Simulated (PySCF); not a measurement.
Telling isomers of C$_{5}$H$_{7}$FO$_{2}$ apart by NMR

Method: shielding tensors at PBE0/pcSseg-1 (GIAO), coordinates at the GFN2-xTB level, spin–spin couplings from B3LYP/pcJ-1 (spin–dipole term left out of most H,H and C,H couplings), in PySCF (equivalent nuclei averaged, relativity neglected, one conformer, no solvent model).

Scale: TMS for $^{1}$H, $^{13}$C (reference shieldings calculated alike). Multiplet labels drop J under 1 Hz and among equivalent protons, and merge close values. Unscaled 3J(H,H) run several per cent high. Splittings of carbon signals by F and P are missing where no couplings were computed. Where no couplings were computed, multiplicities follow the n + 1 count of equivalent neighbours, and m marks all less simple cases (inequivalent or close neighbours, rings, F or P nearby). Vicinal couplings that depend on rotamer populations or ring flexing (ring, CH–CH, X–H and H–F types) are those of the one conformer. One-bond C–F couplings are unscaled and too large by tens of Hz. Shifts are as computed. Against solution values, carbons near 30 ppm lie about +3 ppm off and those near 130 ppm about +5 ppm. Of 1211 compounds with measured shifts, 218 miss one by over three times the rms of a fit or turn the order of signals round; such compounds aren't used in these exercises.

(1) Tabulate the signals of `CC(=C=O)O[C@H](C)F`, `O=C1CCC[C@@H](F)O1`, `CO[C@@H]1C[C@H]1C(=O)F` and their relative energies.

(2) What is the quickest way to tell O=C1CCC[C@@H](F)O1 from CO[C@@H]1C[C@H]1C(=O)F?

(3) What is the quickest way to tell CC(=C=O)O[C@H](C)F from CO[C@@H]1C[C@H]1C(=O)F?

(4) What is the quickest way to tell CC(=C=O)O[C@H](C)F from O=C1CCC[C@@H](F)O1?

Results:

(1) 
```tsv
SMILES	carbon types	δC	δH	E rel. (kcal/mol)
CC(=C=O)O[C@H](C)F	2×C 1×CH 2×CH3	244.5, 113.9, 89.3, 24.2, 15.3	5.42 (m, 1H), 2.25 (s, 3H), 1.62 (m, 3H)	45.2
O=C1CCC[C@@H](F)O1	1×C 1×CH 3×CH2	173.9, 110.2, 32.7, 31.3, 20.1	6.30 (m, 1H), 2.73 (m, 1H), 2.40 (m, 1H), 2.16 (m, 1H), 2.07 (m, 1H), 2.07 (m, 1H), 1.75 (m, 1H)	0.0
CO[C@@H]1C[C@H]1C(=O)F	1×C 2×CH 1×CH2 1×CH3	173.5, 70.9, 61.3, 20.4, 20.4	3.61 (s, 3H), 3.45 (ddd, 1H), 1.76 (m, 1H), 1.58 (ddd, 1H), 1.44 (dt, 1H)	29.8
```

Energies are electronic energies at PBE0/pcSseg-1 on these geometries, without zero-point or thermal terms, each for the one conformer computed, which needn't be the lowest.

(2) Both give the same number of carbon signals, but DEPT or the intensities differ. The first has an sp3 CH bonded to F and O at 110.2 ppm, the second a methyl carbon bonded to O (CH3) at 61.3 ppm. Their most deshielded carbons lie at 173.9 and 173.5 ppm. In the proton spectra the most deshielded non-exchanging signals are 6.30 (m, 1H) and 3.61 (s, 3H).

(3) Both give the same number of carbon signals, but DEPT or the intensities differ. The first has a central carbon of a ketene (C) at 244.5 ppm, the second a carbonyl carbon (C) at 173.5 ppm. In the proton spectra the most deshielded non-exchanging signals are 5.42 (m, 1H) and 3.61 (s, 3H).

(4) Both give the same number of carbon signals, but DEPT or the intensities differ. The first has a central carbon of a ketene (C) at 244.5 ppm, the second an ester carbonyl carbon (C) at 173.9 ppm. In the proton spectra the most deshielded non-exchanging signals are 5.42 (m, 1H) and 6.30 (m, 1H).
